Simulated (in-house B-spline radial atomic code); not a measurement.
**RPA and G0W0 on LC-wPBE: Ta⁵⁺**

Configuration [Xe] 4f14, mean-field start LC-wPBE. Computed with a B-spline radial code for spherical atoms: all electrons, scalar-relativistic (spin-free one-electron X2C), finite nucleus, each spin shell either full or empty, empty states to l = 9 with an (l + 1/2)⁻⁴ tail; G0W0 by contour deformation at full frequency.

Without the two-electron picture change, the correlation of inner shells comes somewhat too large for so heavy an element.

Command:
```bash
python run_gw.py task.json out
```
Settings (radii: box in bohr, nucleus in fm):
```
Z                        73
electrons                68
configuration            [Xe] 4f14
hamiltonian              x2c
method                   lc_wpbe
lmax                     9
rms_radius               5.3507
spin_polarised           False
box_radius               10.43
intervals                66
```

Run time, properties included: 3.4 s on 1 thread of Arm Neoverse V2, with other jobs on the host.

Energies (hartree):

| term | value |
| --- | --- |
| mean-field total | -15600.34985 |
| Hartree-Fock functional on these orbitals | -15595.49206 |
| direct second order | -7.2411 |
| second-order exchange | 1.7885 |
| SOSEX correction | 1.6647 |

Problem. What is the RPA correlation energy, and what remains with SOSEX?

Solution. RPA gives -6.2249 hartree (-2.49 eV per electron); RPA + SOSEX gives -4.5603, and the second-order doubles -5.4526 hartree (no singles). RPA lacks exchange-type terms and so overcorrelates at short range.

Quasi-particle levels (eV):

```
level  occupied  mean field  Σx - vxc     Σc  QP weight     G0W0
   4f       yes      -87.85    -11.98      ?          ?        ?
   5p       yes     -100.32     -3.55  -0.77      0.967  -104.64
   5d        no      -49.39      2.95  -1.67      0.979   -48.11
```

G0W0 = mean field + (Σx - vxc) + Σc, with Σc (partial-wave tail included) taken at the quasi-particle energy. Only the outer levels were computed. Levels of low weight are left out.

Problem. Where does G0W0 put 4f?

Solution. At -95.85 eV, with Σc = 3.98 eV and a quasi-particle weight of 0.940. The tabulated removal energy is 94.01 ± 0.05 eV (NIST, semi-empirical); the calculation leaves out spin-orbit coupling, Breit and QED terms, and what these don't explain is the method's own error.
